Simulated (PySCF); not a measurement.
## Calculated data, B$_{2}$GeH$_{5}$O, AlB$_{2}$GeH$_{7}$, B$_{2}$GeH$_{8}$Si, BGeH$_{6}$N and others

Computed with PySCF 2.14.0. Calculation on a computer-drawn molecule: the log of a Hartree-Fock and frozen-core CCSD(T) single point meant for a local Hartree-Fock minimum, with one planted fault or none, to be diagnosed. Offsets are logged minus clean, where the clean run is the same molecule without the fault. The reference is restricted for singlets and unrestricted otherwise, and also for a bond in bohr or an excited solution. Adding or removing an electron swaps singlet and doublet. The excited solution moves the top pair (singlet) or top alpha electron (doublet) to the lowest empty orbital. Highest occupied and lowest empty are orbital energies over both spins, largest force is the largest gradient component, triples share is (T) over the correlation energy, the T1 limit is 0.02 restricted and 0.045 unrestricted, electrons count all cores, a negative frequency is imaginary (commonest isotopes), and the dipole is about the centre of nuclear charge; on germanium a core potential holds 10 electrons, which the energies leave out, and 3d is frozen in MP2 and coupled-cluster steps.

Common to all runs: meant basis and core potential on germanium cc-pVDZ-PP ECP10MDF; logged SCF converged yes; possible faults no fault, one electron removed, one electron added, multiplicity raised by two, geometry at a saddle point, SCF held on an excited solution, minimal basis STO-3G, one bond length entered in bohr, all coordinates scaled.

```yaml
- entry: 1
  formula: B2GeH5O
  logged_structure:
    atoms_angstrom:
      - [B, -0.2353, -0.9477, 0.3097]
      - [Ge, 0.3621, 0.5825, -0.991]
      - [B, 0.4843, 2.4255, 0.1046]
      - [O, 0.5306, 3.4474, 0.807]
      - [H, -0.45, -0.7307, 1.4599]
      - [H, -0.3442, -2.0314, -0.1694]
      - [H, 1.7827, 0.5055, -1.5342]
      - [H, -0.628, 0.9868, -2.0751]
      - [H, 0.7308, 4.3775, 0.746]
  given:
    meant_charge: 1
    meant_multiplicity: 1
    meant_basis: cc-pVDZ
    logged_electrons: 54
    logged_basis_functions: 90
    logged_spin_squared: 0.0
    "logged_highest_occupied [eV]": -9.9904
    "logged_lowest_empty [eV]": -8.8592
    "logged_largest_force [hartree/bohr]": 0.0697
    logged_CC_converged: "no"
    "logged_dipole_magnitude [debye]": 7.9732
    logged_SCF_stable_within_its_kind: "no"
    "logged_energy_HF [hartree]": -419.84022
    drawn_bonds_atom: [1, 2, 3, 1, 1, 2, 2, 4]
    drawn_bonds_other_atom: [2, 3, 4, 5, 6, 7, 8, 9]
    drawn_bonds_order: [1, 1, 1, 1, 1, 1, 1, 1]
  results:
    planted_fault: "SCF held on an excited solution"
    "HF_energy_offset_from_clean_run [kcal/mol]": 271.7
  notes: ["CCSD not converged"]
- entry: 2
  formula: AlB2GeH7
  logged_structure:
    atoms_angstrom:
      - [B, 0.1017, 1.1588, 1.1555]
      - [Ge, 1.1124, -0.1662, -0.1001]
      - [B, 0.1718, -0.2183, -1.9811]
      - [Al, -0.7184, -1.9651, -2.8405]
      - [H, -0.7944, 0.7854, 1.8595]
      - [H, 0.3765, 2.3257, 1.1566]
      - [H, 1.1926, -1.568, 0.5382]
      - [H, 2.5645, 0.301, -0.321]
      - [H, 0.1767, 0.8456, -2.5462]
      - [H, -2.2334, -2.3283, -2.5383]
      - [H, 0.1306, -2.945, -3.7541]
  given:
    meant_charge: 0
    meant_multiplicity: 1
    meant_basis: "cc-pV(D+d)Z"
    logged_electrons: 63
    logged_basis_functions: 109
    logged_spin_squared: 0.7692
    "logged_highest_occupied [eV]": -1.3613
    "logged_lowest_empty [eV]": 5.2809
    "logged_largest_force [hartree/bohr]": 0.028976
    logged_T1_diagnostic: 0.036698
    logged_D1_diagnostic: 0.2167
    logged_triples_share: 0.031529
    logged_CC_converged: "yes"
    "logged_dipole_magnitude [debye]": 3.0872
    logged_SCF_stable_within_its_kind: "yes"
    "logged_energy_HF [hartree]": -588.65899
    "logged_energy_CCSD(T) [hartree]": -589.0901
    drawn_bonds_atom: [1, 2, 3, 1, 1, 2, 2, 3, 4, 4]
    drawn_bonds_other_atom: [2, 3, 4, 5, 6, 7, 8, 9, 10, 11]
    drawn_bonds_order: [1, 1, 1, 1, 1, 1, 1, 1, 1, 1]
  results:
    planted_fault: "one electron added"
    "HF_energy_offset_from_clean_run [kcal/mol]": -4.058
    "CCSD(T)_energy_offset_from_clean_run [kcal/mol]": -20.84
- entry: 3
  formula: B2GeH8Si
  logged_structure:
    atoms_angstrom:
      - [B, -1.3722, -2.7631, 1.7898]
      - [Ge, -0.4355, -1.1822, 0.4402]
      - [B, -1.0163, 0.8885, 1.2155]
      - [Si, 0.375, 2.2456, 2.2994]
      - [H, -2.5645, -3.2366, 1.5366]
      - [H, -0.7477, -3.1901, 2.8567]
      - [H, 1.2336, -1.3627, 0.398]
      - [H, -0.9952, -1.3526, -1.1342]
      - [H, -2.241, 1.2848, 0.9707]
      - [H, 1.4681, 1.4273, 3.1697]
      - [H, 1.1655, 3.1056, 1.1723]
      - [H, -0.3868, 3.2792, 3.2866]
  given:
    meant_charge: 0
    meant_multiplicity: 1
    meant_basis: "cc-pV(D+d)Z"
    logged_electrons: 64
    logged_basis_functions: 114
    logged_spin_squared: 0.0
    "logged_highest_occupied [eV]": -9.7141
    "logged_lowest_empty [eV]": 0.54555
    "logged_largest_force [hartree/bohr]": 0.039371
    logged_T1_diagnostic: 0.014606
    logged_D1_diagnostic: 0.040506
    logged_triples_share: 0.029166
    logged_CC_converged: "yes"
    "logged_dipole_magnitude [debye]": 0.86736
    logged_SCF_stable_within_its_kind: "yes"
    "logged_energy_HF [hartree]": -636.20235
    "logged_energy_CCSD(T) [hartree]": -636.66286
    drawn_bonds_atom: [1, 2, 3, 1, 1, 2, 2, 3, 4, 4, 4]
    drawn_bonds_other_atom: [2, 3, 4, 5, 6, 7, 8, 9, 10, 11, 12]
    drawn_bonds_order: [1, 1, 1, 1, 1, 1, 1, 1, 1, 1, 1]
  results:
    planted_fault: "all coordinates scaled, by +9.1 %"
    "HF_energy_offset_from_clean_run [kcal/mol]": 39.78
    "CCSD(T)_energy_offset_from_clean_run [kcal/mol]": 34.25
- entry: 4
  formula: B2GeH8Si
  logged_structure:
    atoms_angstrom:
      - [B, -1.2577, -2.5326, 1.6405]
      - [Ge, -0.3991, -1.0836, 0.4035]
      - [B, -0.9315, 0.8144, 1.1141]
      - [Si, 0.3437, 2.0583, 2.1076]
      - [H, -2.3506, -2.9666, 1.4084]
      - [H, -0.6853, -2.924, 2.6184]
      - [H, 1.1307, -1.249, 0.3648]
      - [H, -0.9122, -1.2398, -1.0396]
      - [H, -2.0541, 1.1777, 0.8897]
      - [H, 1.3457, 1.3083, 2.9053]
      - [H, 1.0683, 2.8465, 1.0745]
      - [H, -0.3545, 3.0057, 3.0124]
  given:
    meant_charge: 0
    meant_multiplicity: 1
    meant_basis: "cc-pV(D+d)Z"
    logged_electrons: 65
    logged_basis_functions: 114
    logged_spin_squared: 0.772
    "logged_highest_occupied [eV]": -1.4789
    "logged_lowest_empty [eV]": 5.716
    "logged_largest_force [hartree/bohr]": 0.025787
    logged_T1_diagnostic: 0.032315
    logged_D1_diagnostic: 0.19792
    logged_triples_share: 0.03048
    logged_CC_converged: "yes"
    "logged_dipole_magnitude [debye]": 2.8075
    logged_SCF_stable_within_its_kind: "yes"
    "logged_energy_HF [hartree]": -636.27685
    "logged_energy_CCSD(T) [hartree]": -636.7543
    drawn_bonds_atom: [1, 2, 3, 1, 1, 2, 2, 3, 4, 4, 4]
    drawn_bonds_other_atom: [2, 3, 4, 5, 6, 7, 8, 9, 10, 11, 12]
    drawn_bonds_order: [1, 1, 1, 1, 1, 1, 1, 1, 1, 1, 1]
  results:
    planted_fault: "one electron added"
    "HF_energy_offset_from_clean_run [kcal/mol]": -6.97
    "CCSD(T)_energy_offset_from_clean_run [kcal/mol]": -23.13
- entry: 5
  formula: BGeH6N
  logged_structure:
    atoms_angstrom:
      - [B, -1.4119, -2.5465, -0.2321]
      - [Ge, -0.8953, -0.5556, 0.0892]
      - ["N", -2.3521, 0.367, 0.7638]
      - [H, -2.5513, -2.8691, -0.4222]
      - [H, -0.5707, -3.4, -0.2659]
      - [H, -0.3724, 0.0361, -1.2421]
      - [H, 0.2253, -0.3901, 1.1246]
      - [H, -3.173, 0.3033, 0.1853]
      - [H, -2.1778, 1.3433, 0.9339]
  given:
    meant_charge: 0
    meant_multiplicity: 1
    meant_basis: cc-pVDZ
    logged_electrons: 50
    logged_basis_functions: 81
    logged_spin_squared: 0.0
    "logged_highest_occupied [eV]": -10.399
    "logged_lowest_empty [eV]": 1.4581
    "logged_largest_force [hartree/bohr]": 2.2337e-05
    "logged_lowest_frequency [cm^-1]": 109.63
    logged_T1_diagnostic: 0.010779
    logged_D1_diagnostic: 0.027848
    logged_triples_share: 0.023653
    logged_CC_converged: "yes"
    "logged_dipole_magnitude [debye]": 0.96706
    logged_SCF_stable_within_its_kind: "yes"
    "logged_energy_HF [hartree]": -375.9746
    "logged_energy_CCSD(T) [hartree]": -376.38669
    drawn_bonds_atom: [1, 2, 1, 1, 2, 2, 3, 3]
    drawn_bonds_other_atom: [2, 3, 4, 5, 6, 7, 8, 9]
    drawn_bonds_order: [1, 1, 1, 1, 1, 1, 1, 1]
  results:
    planted_fault: "no fault"
    "HF_energy_offset_from_clean_run [kcal/mol]": 0.0
    "CCSD(T)_energy_offset_from_clean_run [kcal/mol]": 0.0
- entry: 6
  formula: B2GeH6O
  logged_structure:
    atoms_angstrom:
      - [B, 1.378, -0.3104, -0.9164]
      - [Ge, 0.1948, 0.5545, -2.3874]
      - [B, -1.8118, 0.7953, -1.8753]
      - [O, 0.3825, -0.4508, -3.8686]
      - [H, 1.9411, -1.3496, -1.1022]
      - [H, 1.4976, 0.2341, 0.1455]
      - [H, 0.7363, 1.9688, -2.705]
      - [H, -2.698, 0.386, -2.5719]
      - [H, -2.1055, 1.3731, -0.8661]
      - [H, -0.1757, -0.1988, -4.5894]
  given:
    meant_charge: 0
    meant_multiplicity: 1
    meant_basis: cc-pVDZ
    logged_electrons: 57
    logged_basis_functions: 95
    logged_spin_squared: 0.779
    "logged_highest_occupied [eV]": -0.65508
    "logged_lowest_empty [eV]": 5.6911
    "logged_largest_force [hartree/bohr]": 0.032949
    logged_T1_diagnostic: 0.062855
    logged_D1_diagnostic: 0.41473
    logged_triples_share: 0.028106
    logged_CC_converged: "yes"
    "logged_dipole_magnitude [debye]": 6.1239
    logged_SCF_stable_within_its_kind: "yes"
    "logged_energy_HF [hartree]": -421.04714
    "logged_energy_CCSD(T) [hartree]": -421.58594
    drawn_bonds_atom: [1, 2, 2, 1, 1, 2, 3, 3, 4]
    drawn_bonds_other_atom: [2, 3, 4, 5, 6, 7, 8, 9, 10]
    drawn_bonds_order: [1, 1, 1, 1, 1, 1, 1, 1, 1]
  results:
    planted_fault: "one electron added"
    "HF_energy_offset_from_clean_run [kcal/mol]": 7.176
    "CCSD(T)_energy_offset_from_clean_run [kcal/mol]": -10.66
  notes: ["T1 above single-reference limit"]
- entry: 7
  formula: BGeH6NO
  logged_structure:
    atoms_angstrom:
      - [B, -0.9394, -1.8665, 0.359]
      - [Ge, -0.0873, -0.54, -1.0038]
      - ["N", 0.1898, 1.0488, -0.127]
      - [O, -1.1616, -0.3833, -2.4353]
      - [H, -2.0286, -1.639, 0.8087]
      - [H, -0.3782, -2.86, 0.7221]
      - [H, 1.2409, -0.9404, -1.6358]
      - [H, -0.6185, 1.4508, 0.3159]
      - [H, 0.6387, 1.7652, -0.672]
      - [H, -2.0581, -0.1494, -2.2439]
  given:
    meant_charge: 0
    meant_multiplicity: 1
    meant_basis: cc-pVDZ
    logged_electrons: 58
    logged_basis_functions: 95
    logged_spin_squared: 0.0
    "logged_highest_occupied [eV]": -5.599
    "logged_lowest_empty [eV]": -3.7173
    "logged_largest_force [hartree/bohr]": 0.081135
    logged_CC_converged: "no"
    "logged_dipole_magnitude [debye]": 4.4033
    logged_SCF_stable_within_its_kind: "no"
    "logged_energy_HF [hartree]": -450.48424
    drawn_bonds_atom: [1, 2, 2, 1, 1, 2, 3, 3, 4]
    drawn_bonds_other_atom: [2, 3, 4, 5, 6, 7, 8, 9, 10]
    drawn_bonds_order: [1, 1, 1, 1, 1, 1, 1, 1, 1]
  results:
    planted_fault: "SCF held on an excited solution"
    "HF_energy_offset_from_clean_run [kcal/mol]": 243.2
  notes: ["CCSD not converged"]
- entry: 8
  formula: BClGeH4O
  logged_structure:
    atoms_angstrom:
      - [B, -1.3132, -2.6983, -0.1314]
      - [Ge, -2.8642, -1.3262, -0.2906]
      - [O, -4.0828, -1.4343, 0.9883]
      - [Cl, -0.8486, 2.2733, 0.1607]
      - [H, -0.7092, -3.0446, -1.1027]
      - [H, -0.9885, -3.1006, 0.9469]
      - [H, -3.6788, -1.2196, -1.5678]
      - [H, -3.753, -1.4007, 1.8752]
  given:
    meant_charge: 0
    meant_multiplicity: 1
    meant_basis: "cc-pV(D+d)Z"
    logged_electrons: 66
    logged_basis_functions: 94
    logged_spin_squared: 1.0023
    "logged_highest_occupied [eV]": -8.3471
    "logged_lowest_empty [eV]": -0.99562
    "logged_largest_force [hartree/bohr]": 0.014654
    logged_T1_diagnostic: 0.027324
    logged_D1_diagnostic: 0.15637
    logged_triples_share: 0.022087
    logged_CC_converged: "yes"
    "logged_dipole_magnitude [debye]": 1.4058
    logged_SCF_stable_within_its_kind: "yes"
    "logged_energy_HF [hartree]": -854.69002
    "logged_energy_CCSD(T) [hartree]": -855.22381
    drawn_bonds_atom: [1, 2, 2, 1, 1, 2, 3]
    drawn_bonds_other_atom: [2, 3, 4, 5, 6, 7, 8]
    drawn_bonds_order: [1, 1, 1, 1, 1, 1, 1]
  results:
    planted_fault: "one bond length entered in bohr, row 3 of the drawn bonds"
    "HF_energy_offset_from_clean_run [kcal/mol]": 68.18
    "CCSD(T)_energy_offset_from_clean_run [kcal/mol]": 81.67
- entry: 9
  formula: BClGeH4O
  logged_structure:
    atoms_angstrom:
      - [B, -1.3132, -2.6983, -0.1314]
      - [Ge, -2.8642, -1.3262, -0.2906]
      - [O, -4.0828, -1.4343, 0.9883]
      - [Cl, -1.7976, 0.5785, -0.0518]
      - [H, -0.7092, -3.0446, -1.1027]
      - [H, -0.9885, -3.1006, 0.9469]
      - [H, -3.6788, -1.2196, -1.5678]
      - [H, -3.753, -1.4007, 1.8752]
  given:
    meant_charge: 0
    meant_multiplicity: 1
    meant_basis: "cc-pV(D+d)Z"
    logged_electrons: 67
    logged_basis_functions: 94
    logged_spin_squared: 0.7611
    "logged_highest_occupied [eV]": -1.2474
    "logged_lowest_empty [eV]": 8.0017
    "logged_largest_force [hartree/bohr]": 0.052397
    logged_T1_diagnostic: 0.011752
    logged_D1_diagnostic: 0.039904
    logged_triples_share: 0.023326
    logged_CC_converged: "yes"
    "logged_dipole_magnitude [debye]": 4.6648
    logged_SCF_stable_within_its_kind: "yes"
    "logged_energy_HF [hartree]": -854.80521
    "logged_energy_CCSD(T) [hartree]": -855.37678
    drawn_bonds_atom: [1, 2, 2, 1, 1, 2, 3]
    drawn_bonds_other_atom: [2, 3, 4, 5, 6, 7, 8]
    drawn_bonds_order: [1, 1, 1, 1, 1, 1, 1]
  results:
    planted_fault: "one electron added"
    "HF_energy_offset_from_clean_run [kcal/mol]": -4.103
    "CCSD(T)_energy_offset_from_clean_run [kcal/mol]": -14.33
- entry: 10
  formula: AlBGeH5O
  logged_structure:
    atoms_angstrom:
      - [B, 3.0602, 0.0244, 1.5703]
      - [Ge, 1.7317, 1.568, 1.6159]
      - [Al, -0.1533, 1.9453, 0.0802]
      - [O, -1.1625, 3.2859, 0.2628]
      - [H, 3.9422, -0.0529, 2.3767]
      - [H, 2.9574, -0.8181, 0.7244]
      - [H, 1.9455, 2.5981, 2.7376]
      - [H, -0.4784, 0.9671, -1.1053]
      - [H, -1.1372, 3.9797, 0.8998]
  given:
    meant_charge: 0
    meant_multiplicity: 2
    meant_basis: "cc-pV(D+d)Z"
    logged_electrons: 63
    logged_basis_functions: 99
    logged_spin_squared: 0.7565
    "logged_highest_occupied [eV]": -4.1226
    "logged_lowest_empty [eV]": -2.6212
    "logged_largest_force [hartree/bohr]": 0.029215
    "logged_dipole_magnitude [debye]": 3.2339
    logged_SCF_stable_within_its_kind: "no"
    "logged_energy_HF [hartree]": -637.64106
    drawn_bonds_atom: [1, 2, 3, 1, 1, 2, 3, 4]
    drawn_bonds_other_atom: [2, 3, 4, 5, 6, 7, 8, 9]
    drawn_bonds_order: [1, 1, 1, 1, 1, 1, 1, 1]
  results:
    planted_fault: "SCF held on an excited solution"
    "HF_energy_offset_from_clean_run [kcal/mol]": 87.48
  notes: ["coupled-cluster numbers left out as unreliable"]
```
